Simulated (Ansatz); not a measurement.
Basis-set series for BGaH$_{6}$OSSi. Total charge 0; spin multiplicity 1. The bonds changed during the relaxation, so this is another structure than the one it started from. The structure was optimised at the PBE0-D4/def2-TZVP level. It is one conformer, not always the lowest.

Cartesian coordinates in Å:
```
O -1.701 1.223 0.048
Si -1.099 -0.228 0.512
S -0.137 -1.389 -1.189
B 0.785 -0.576 0.431
Ga 1.805 1.126 -0.174
H -2.610 1.270 -0.253
H -2.207 -1.106 0.977
H -0.566 -2.573 -0.705
H 1.310 -1.386 1.134
H 1.813 1.658 -1.662
H 2.607 1.982 0.881
```

```json
{"functional": "PBE0-D4", "basis": "def2-TZVPP", "functions": "278", "energy (Eh)": "-2715.69879", "HOMO (eV)": "-6.66", "LUMO (eV)": "-1.27"}
{"functional": "PBE0-D4", "basis": "def2-QZVPP", "functions": "523", "energy (Eh)": "-2715.77024", "HOMO (eV)": "-6.68", "LUMO (eV)": "-1.33"}
{"functional": "ωB97M-V", "basis": "def2-TZVPP", "functions": "278", "energy (Eh)": "-2716.12636", "HOMO (eV)": "-8.67", "LUMO (eV)": "0.41"}
{"functional": "ωB97M-V", "basis": "def2-QZVPP", "functions": "523", "energy (Eh)": "-2716.19504", "HOMO (eV)": "-8.69", "LUMO (eV)": "0.23"}
```

Task: Give the rows for def2-SVP. (Best estimate.)

Result: The calculation gave: 
```json
{"functional": "PBE0-D4", "basis": "def2-SVP", "functions": "126", "energy (Eh)": "-2715.08321", "HOMO (eV)": "-6.60", "LUMO (eV)": "-1.15"}
{"functional": "ωB97M-V", "basis": "def2-SVP", "functions": "126", "energy (Eh)": "-2715.50880", "HOMO (eV)": "-8.58", "LUMO (eV)": "0.58"}
```

Positive LUMOs are unbound and depend on the basis. Scalar relativity is left out up to krypton.

Program: Ansatz 0.2.0.
